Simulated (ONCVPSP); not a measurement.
Logarithmic derivatives: iron (Fe), ONCV

ONCVPSP 4.0.1 input, shortened (lines: element, Z, core and valence counts, functional; n l f; lmax; l rc ep ncon nbas qcut; lloc lpopt rc5 dvloc0; l nproj debl; icmod fcfact rcfact), PBE, scalar-relativistic:

```
  Fe 26.00    3    4        4      upf
    1    0    2.00
    2    0    2.00
    2    1    6.00
    3    0    2.00
    3    1    6.00
    3    2    6.00
    4    0    2.00
    2
    0    1.55    0.00    4    7    8.10
    1    1.20    0.00    3    6   10.20
    2    1.15    0.00    4    9   13.30
    2    5    1.15    0.00
    0    2    0.70
    1    2    2.50
    2    0    2.30
    3    4.00    1.75
```

The phase is arctan(r·R′/R) of the radial function R(r), unwrapped; energies in Ha, scanned from -5 to 5 Ha. A pole is an energy at which the radial function vanishes at the test radius. The pseudo phase is shifted by a multiple of π to meet the all-electron one at the reference energy, and phase errors are pseudo minus all-electron; the curves can meet again beyond the range given. Levels narrower than the energy grid can be missing from the lists of poles.

| channel | radius (bohr) | reference energy (Ha) | poles, all-electron | poles, pseudo | unbroken range about the reference energy with phases within 0.05 rad | phase error 1 Ha above the reference energy (rad) |
| --- | --- | --- | --- | --- | --- | --- |
| s | 1.57 | -0.19 | -3.23 | -3.23 | the whole range | -0.000 |
| p | 1.22 | -2.21 | -0.88 | -0.88 | below 4.2 | -0.000 |
| d | 1.17 | -0.28 | 1.39 | 1.51 | below 2.6 | +0.009 |

Phases in the s channel:

```json
{"E (Ha)": "-4.96", "all-electron": "1.207", "pseudo": "1.207"}
{"E (Ha)": "-4.72", "all-electron": "1.168", "pseudo": "1.168"}
{"E (Ha)": "-4.48", "all-electron": "1.110", "pseudo": "1.110"}
{"E (Ha)": "-4.24", "all-electron": "1.005", "pseudo": "1.005"}
{"E (Ha)": "-4.00", "all-electron": "0.754", "pseudo": "0.754"}
{"E (Ha)": "-3.76", "all-electron": "-0.156", "pseudo": "-0.156"}
{"E (Ha)": "-3.52", "all-electron": "-1.234", "pseudo": "-1.234"}
{"E (Ha)": "-3.28", "all-electron": "-1.538", "pseudo": "-1.538"}
{"E (Ha)": "-3.04", "all-electron": "-1.661", "pseudo": "-1.661"}
{"E (Ha)": "-2.80", "all-electron": "-1.732", "pseudo": "-1.732"}
{"E (Ha)": "-2.56", "all-electron": "-1.784", "pseudo": "-1.784"}
{"E (Ha)": "-2.32", "all-electron": "-1.827", "pseudo": "-1.827"}
{"E (Ha)": "-2.08", "all-electron": "-1.866", "pseudo": "-1.866"}
{"E (Ha)": "-1.84", "all-electron": "-1.906", "pseudo": "-1.906"}
{"E (Ha)": "-1.60", "all-electron": "-1.948", "pseudo": "-1.948"}
{"E (Ha)": "-1.36", "all-electron": "-1.996", "pseudo": "-1.996"}
{"E (Ha)": "-1.12", "all-electron": "-2.052", "pseudo": "-2.052"}
{"E (Ha)": "-0.88", "all-electron": "-2.119", "pseudo": "-2.119"}
{"E (Ha)": "-0.64", "all-electron": "-2.204", "pseudo": "-2.204"}
{"E (Ha)": "-0.40", "all-electron": "-2.313", "pseudo": "-2.313"}
{"E (Ha)": "-0.16", "all-electron": "-2.458", "pseudo": "-2.458"}
{"E (Ha)": "0.08", "all-electron": "-2.652", "pseudo": "-2.652"}
{"E (Ha)": "0.32", "all-electron": "-2.904", "pseudo": "-2.904"}
{"E (Ha)": "0.56", "all-electron": "-3.202", "pseudo": "-3.202"}
{"E (Ha)": "0.80", "all-electron": "-3.503", "pseudo": "-3.503"}
{"E (Ha)": "1.04", "all-electron": "-3.761", "pseudo": "-3.762"}
{"E (Ha)": "1.28", "all-electron": "-3.961", "pseudo": "-3.962"}
{"E (Ha)": "1.52", "all-electron": "-4.110", "pseudo": "-4.111"}
{"E (Ha)": "1.76", "all-electron": "-4.221", "pseudo": "-4.222"}
{"E (Ha)": "2.00", "all-electron": "-4.306", "pseudo": "-4.306"}
{"E (Ha)": "2.24", "all-electron": "-4.372", "pseudo": "-4.372"}
{"E (Ha)": "2.48", "all-electron": "-4.424", "pseudo": "-4.425"}
{"E (Ha)": "2.72", "all-electron": "-4.467", "pseudo": "-4.468"}
{"E (Ha)": "2.96", "all-electron": "-4.503", "pseudo": "-4.504"}
{"E (Ha)": "3.20", "all-electron": "-4.534", "pseudo": "-4.535"}
{"E (Ha)": "3.44", "all-electron": "-4.560", "pseudo": "-4.561"}
{"E (Ha)": "3.68", "all-electron": "-4.583", "pseudo": "-4.584"}
{"E (Ha)": "3.92", "all-electron": "-4.603", "pseudo": "-4.605"}
{"E (Ha)": "4.16", "all-electron": "-4.622", "pseudo": "-4.623"}
{"E (Ha)": "4.40", "all-electron": "-4.638", "pseudo": "-4.640"}
{"E (Ha)": "4.64", "all-electron": "-4.654", "pseudo": "-4.656"}
{"E (Ha)": "4.88", "all-electron": "-4.668", "pseudo": "-4.671"}
```
